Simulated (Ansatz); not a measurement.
In20 (relaxed from a model of In20 tetrahedron, whose bonding it doesn't keep). Charge 0, multiplicity 1. Geometry PBE-D4/def2-SVP; atoms count from 1.

| atom | x (Å) | y (Å) | z (Å) |
| --- | --- | --- | --- |
| In1 | 0.401 | -5.557 | -1.101 |
| In2 | -0.017 | -3.177 | -2.882 |
| In3 | -1.318 | -0.523 | -3.808 |
| In4 | -1.015 | 2.426 | -4.965 |
| In5 | 2.399 | -3.244 | -0.310 |
| In6 | 0.987 | -0.632 | -1.671 |
| In7 | 0.705 | 2.500 | -2.047 |
| In8 | 3.745 | -1.285 | 1.658 |
| In9 | 3.030 | 1.290 | -0.259 |
| In10 | 4.779 | 1.366 | 2.637 |
| In11 | -1.482 | -2.908 | 0.010 |
| In12 | -1.794 | 0.145 | -0.708 |
| In13 | -2.561 | 2.479 | -2.385 |
| In14 | 0.793 | -1.147 | 1.324 |
| In15 | 0.146 | 1.801 | 0.956 |
| In16 | 1.751 | 0.977 | 3.535 |
| In17 | -2.193 | -0.830 | 2.271 |
| In18 | -2.989 | 2.664 | 0.672 |
| In19 | -1.191 | 1.947 | 3.626 |
| In20 | -4.176 | 1.706 | 3.445 |

In the def2 sets In takes a core potential; there is no spin–orbit coupling. Single mean-field runs in def2-TZVP are fitted with def2-universal-jkfit. The restricted singlet is unstable towards broken spin symmetry in Hartree–Fock (as tested in another run); at PBE0-D4/def2-TZVP this wasn't settled. Another isomer (singlet) lies 0.34 eV lower at PBE0-D4/def2-TZVP; other spin states weren't run for this one.

Estimate the Mulliken populations from the PBE0/def2-TZVP orbitals of Ansatz.


| atom | charge (e) |
| --- | --- |
| In1 | 0.14 |
| In2 | -0.05 |
| In3 | 0.02 |
| In4 | 0.14 |
| In5 | 0.02 |
| In6 | -0.11 |
| In7 | 0.00 |
| In8 | -0.04 |
| In9 | 0.00 |
| In10 | 0.14 |
| In11 | 0.00 |
| In12 | -0.14 |
| In13 | -0.04 |
| In14 | -0.14 |
| In15 | -0.11 |
| In16 | 0.03 |
| In17 | 0.00 |
| In18 | 0.02 |
| In19 | -0.05 |
| In20 | 0.14 |
Mulliken values and Mayer orders depend strongly on the basis.

And the Mayer bond orders between bonded heavy atoms (over 0.3, the first 40 of 42)?

In1–In2 0.54 (3.00 Å); In1–In5 0.42 (3.16 Å); In1–In11 0.30 (3.43 Å); In2–In3 0.43 (3.10 Å); In2–In6 0.39 (2.99 Å); In2–In11 0.34 (3.25 Å); In3–In4 0.41 (3.18 Å); In3–In6 0.34 (3.15 Å); In4–In7 0.32 (3.39 Å); In4–In13 0.54 (3.01 Å); In5–In8 0.43 (3.09 Å); In5–In14 0.35 (3.11 Å); In6–In7 0.32 (3.17 Å); In6–In9 0.31 (3.14 Å); In6–In12 0.35 (3.04 Å); In6–In14 0.35 (3.04 Å); In7–In9 0.40 (3.17 Å); In7–In13 0.32 (3.28 Å); In7–In15 0.31 (3.13 Å); In8–In9 0.32 (3.29 Å); In8–In10 0.54 (3.01 Å); In8–In14 0.40 (2.97 Å); In9–In10 0.32 (3.38 Å); In9–In15 0.31 (3.17 Å); In10–In16 0.41 (3.18 Å); In11–In12 0.30 (3.15 Å); In11–In14 0.31 (3.16 Å); In11–In17 0.42 (3.15 Å); In12–In13 0.40 (2.98 Å); In12–In15 0.35 (3.05 Å); In12–In17 0.31 (3.16 Å); In12–In18 0.35 (3.11 Å); In13–In18 0.43 (3.09 Å); In14–In15 0.35 (3.04 Å); In14–In17 0.31 (3.15 Å); In15–In16 0.33 (3.15 Å); In15–In19 0.39 (2.99 Å); In16–In19 0.43 (3.10 Å); In17–In19 0.34 (3.25 Å); In17–In20 0.31 (3.43 Å).
